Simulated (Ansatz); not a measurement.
Abridged output of a molecular run in Ansatz:

```
Functional definition: HF
1011 factors; integrals over basis functions are off by at most 1.3e-3 eV
mean field evaluation 1: about -10244.6424 eV, gradient 4.2e1 eV
mean field evaluation 2: about -10244.6463 eV, gradient 4.2e1 eV
mean field evaluation 4: about -10248.7698 eV, gradient 3.2e0 eV
mean field evaluation 8: about -10248.8079 eV, gradient 1.8e-4 eV
mean field -10248.80787089 eV, -376.6367423636 hartree, gradient 2.3e-6 eV, S^2 0.000000; 0 other end points of the search recorded, 0 dependent functions left out
8 core orbitals not correlated: weight in the atoms' cores, before any rotation towards them, 1.000 or more for the frozen orbitals, at most 0.000 for the correlated occupied ones
reference -10248.80787089 eV, -376.6367423636 hartree; 12, 12 occupied and 80, 80 virtual orbitals, 1011 factors
second order -14.45286468 eV of doubles, -0.00000000 eV of singles
cycle   1  -15.38456327 eV  change   -9.3e-1 eV  update   7.9e-2
cycle   2  -15.76623378 eV  change   -3.8e-1 eV  update   2.4e-2
cycle   3  -15.83626284 eV  change   -7.0e-2 eV  update   1.1e-2
cycle   4  -15.83570467 eV  change    5.6e-4 eV  update   3.5e-3
cycle   5  -15.83483055 eV  change    8.7e-4 eV  update   1.5e-3
cycle   6  -15.83454072 eV  change    2.9e-4 eV  update   4.7e-4
cycle   7  -15.83447649 eV  change    6.4e-5 eV  update   1.3e-4
cycle   8  -15.83448364 eV  change   -7.1e-6 eV  update   4.2e-5
cycle   9  -15.83447328 eV  change    1.0e-5 eV  update   1.1e-5
perturbative correction -0.41440823 eV, -0.0152292217 hartree
Total energy: -10265.05675240 eV, -377.2338777455 hartree
```

Its atoms:

Cartesian coordinates in Å:
```
C 1.1822 1.1868 -0.8507
Al 0.0126 0.0057 0.1761
C -1.2267 -1.2635 -0.6438
N 0.0679 0.0958 1.9472
H 1.7535 1.8712 -0.2181
H 1.9003 0.6100 -1.4434
H 0.6112 1.7919 -1.5624
H -2.1740 -0.7742 -0.8957
H -1.4653 -2.1003 0.0183
H -0.8308 -1.6769 -1.5760
H -0.4832 -0.4693 2.5727
H 0.6523 0.7229 2.4759
```

Q: Which basis set was used?
A. def2-SVPD
B. def2-QZVPP
C. def2-SVP
D. def2-TZVPP

A: C. It gives 100 functions.

Q: Write the keys of the input that set method, charge and spin (a neutral closed shell needs none for the last two).

A: 
```yaml
correlation: {method: ccsd_t}
```
